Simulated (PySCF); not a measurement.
C₆H₆O, SMILES O1CC(=C=C)C=C1.

Coordinates come from a B3LYP-D3(BJ)/def2-SVP optimisation. This is a generated structure with no PubChem entry under its InChIKey; it may be hypothetical. One conformer was computed; it need not be the lowest.

These are PBE/def2-TZVP in PySCF values and carry that method's errors.

Isolated molecule, no solvent.

Estimate the frontier levels, gap, dipole moment and polarisability. (An estimate is asked for; the answer gives what the named calculation found.)


```yaml
highest_occupied_level: -4.75 eV
lowest_empty_level: -1.32 eV
orbital_gap: 3.43 eV
dipole_moment: 0.08 D
quadrupole, principal values (traceless, Buckingham form, about the centre of nuclear charge): -2.61, -2.58, 5.19 D·Å
mean_static_polarisability: 81.7 bohr³ (12.11 Å³)
polarisability_principal_values: 47.8, 64.5, 132.8 bohr³
```
